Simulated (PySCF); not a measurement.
Si(F)(H)2(OAc) (C2H5FO2Si), SMILES CC(O[SiH2]F)=O.

Geometry optimised at B3LYP-D3(BJ)/def2-SVP. Other conformers were not sampled.

Calculation: B3LYP-D3(BJ)/def2-SVP in PySCF 2.14.0.

Frequencies are harmonic and unscaled.

Computed vibrational spectrum:
```json
[
 {"mode": "1", "ν (cm⁻¹)": "94", "IR (km/mol)": "1.8", "Raman (Å⁴/amu)": "0.5", "depolarisation": "0.75", "moving atoms (share of kinetic energy)": "H 43 %, O 25 %, F 22 %"},
 {"mode": "2", "ν (cm⁻¹)": "101", "IR (km/mol)": "1.6", "Raman (Å⁴/amu)": "0.6", "depolarisation": "0.75", "moving atoms (share of kinetic energy)": "H 52 %, O 38 %"},
 {"mode": "3", "ν (cm⁻¹)": "108", "IR (km/mol)": "10.9", "Raman (Å⁴/amu)": "0.3", "depolarisation": "0.64", "moving atoms (share of kinetic energy)": "O 52 %, F 15 %, C 12 %, Si 12 %, H 9 %"},
 {"mode": "4", "ν (cm⁻¹)": "131", "IR (km/mol)": "5.2", "Raman (Å⁴/amu)": "0.3", "depolarisation": "0.75", "moving atoms (share of kinetic energy)": "H 37 %, O 25 %, Si 20 %, C 11 %"},
 {"mode": "5", "ν (cm⁻¹)": "247", "IR (km/mol)": "4.6", "Raman (Å⁴/amu)": "0.8", "depolarisation": "0.72", "moving atoms (share of kinetic energy)": "F 54 %, Si 18 %, O 13 %, C 11 %"},
 {"mode": "6", "ν (cm⁻¹)": "385", "IR (km/mol)": "9.9", "Raman (Å⁴/amu)": "1.6", "depolarisation": "0.30", "moving atoms (share of kinetic energy)": "C 28 %, H 26 %, Si 23 %, O 21 %"},
 {"mode": "7", "ν (cm⁻¹)": "582", "IR (km/mol)": "0.0", "Raman (Å⁴/amu)": "3.7", "depolarisation": "0.75", "moving atoms (share of kinetic energy)": "C 46 %, H 43 %, O 10 %"},
 {"mode": "8", "ν (cm⁻¹)": "614", "IR (km/mol)": "7.0", "Raman (Å⁴/amu)": "9.2", "depolarisation": "0.38", "moving atoms (share of kinetic energy)": "C 39 %, O 35 %, H 16 %, Si 8 %"},
 {"mode": "9", "ν (cm⁻¹)": "702", "IR (km/mol)": "105.7", "Raman (Å⁴/amu)": "4.9", "depolarisation": "0.75", "moving atoms (share of kinetic energy)": "H 68 %, Si 16 %, O 12 %"},
 {"mode": "10", "ν (cm⁻¹)": "754", "IR (km/mol)": "16.7", "Raman (Å⁴/amu)": "17.7", "depolarisation": "0.75", "moving atoms (share of kinetic energy)": "H 92 %"},
 {"mode": "11", "ν (cm⁻¹)": "801", "IR (km/mol)": "86.6", "Raman (Å⁴/amu)": "6.5", "depolarisation": "0.12", "moving atoms (share of kinetic energy)": "O 67 %, Si 18 %, H 9 %"},
 {"mode": "12", "ν (cm⁻¹)": "886", "IR (km/mol)": "23.5", "Raman (Å⁴/amu)": "5.7", "depolarisation": "0.73", "moving atoms (share of kinetic energy)": "F 46 %, H 34 %, Si 18 %"},
 {"mode": "13", "ν (cm⁻¹)": "921", "IR (km/mol)": "149.4", "Raman (Å⁴/amu)": "3.8", "depolarisation": "0.68", "moving atoms (share of kinetic energy)": "H 39 %, O 25 %, C 17 %, Si 10 %, F 8 %"},
 {"mode": "14", "ν (cm⁻¹)": "942", "IR (km/mol)": "213.5", "Raman (Å⁴/amu)": "9.8", "depolarisation": "0.72", "moving atoms (share of kinetic energy)": "H 69 %, O 17 %, Si 9 %"},
 {"mode": "15", "ν (cm⁻¹)": "997", "IR (km/mol)": "196.2", "Raman (Å⁴/amu)": "9.9", "depolarisation": "0.17", "moving atoms (share of kinetic energy)": "H 52 %, O 19 %, Si 16 %, C 9 %"},
 {"mode": "16", "ν (cm⁻¹)": "1022", "IR (km/mol)": "88.2", "Raman (Å⁴/amu)": "2.4", "depolarisation": "0.57", "moving atoms (share of kinetic energy)": "H 56 %, C 22 %, O 20 %"},
 {"mode": "17", "ν (cm⁻¹)": "1055", "IR (km/mol)": "9.7", "Raman (Å⁴/amu)": "0.2", "depolarisation": "0.75", "moving atoms (share of kinetic energy)": "H 49 %, C 48 %"},
 {"mode": "18", "ν (cm⁻¹)": "1300", "IR (km/mol)": "269.6", "Raman (Å⁴/amu)": "3.7", "depolarisation": "0.64", "moving atoms (share of kinetic energy)": "C 54 %, H 32 %, O 14 %"},
 {"mode": "19", "ν (cm⁻¹)": "1392", "IR (km/mol)": "150.1", "Raman (Å⁴/amu)": "2.1", "depolarisation": "0.75", "moving atoms (share of kinetic energy)": "H 54 %, C 43 %"},
 {"mode": "20", "ν (cm⁻¹)": "1436", "IR (km/mol)": "14.1", "Raman (Å⁴/amu)": "15.5", "depolarisation": "0.71", "moving atoms (share of kinetic energy)": "H 96 %"},
 {"mode": "21", "ν (cm⁻¹)": "1446", "IR (km/mol)": "9.7", "Raman (Å⁴/amu)": "14.8", "depolarisation": "0.75", "moving atoms (share of kinetic energy)": "H 96 %"},
 {"mode": "22", "ν (cm⁻¹)": "1820", "IR (km/mol)": "236.0", "Raman (Å⁴/amu)": "4.1", "depolarisation": "0.31", "moving atoms (share of kinetic energy)": "C 64 %, O 35 %"},
 {"mode": "23", "ν (cm⁻¹)": "2298", "IR (km/mol)": "49.2", "Raman (Å⁴/amu)": "172.1", "depolarisation": "0.10", "moving atoms (share of kinetic energy)": "H 98 %"},
 {"mode": "24", "ν (cm⁻¹)": "2314", "IR (km/mol)": "129.6", "Raman (Å⁴/amu)": "45.2", "depolarisation": "0.75", "moving atoms (share of kinetic energy)": "H 95 %"},
 {"mode": "25", "ν (cm⁻¹)": "3053", "IR (km/mol)": "0.3", "Raman (Å⁴/amu)": "132.2", "depolarisation": "0.01", "moving atoms (share of kinetic energy)": "H 97 %"},
 {"mode": "26", "ν (cm⁻¹)": "3131", "IR (km/mol)": "1.3", "Raman (Å⁴/amu)": "68.5", "depolarisation": "0.75", "moving atoms (share of kinetic energy)": "H 91 %, C 9 %"},
 {"mode": "27", "ν (cm⁻¹)": "3182", "IR (km/mol)": "2.7", "Raman (Å⁴/amu)": "66.4", "depolarisation": "0.71", "moving atoms (share of kinetic energy)": "H 90 %, C 10 %"}
]
```
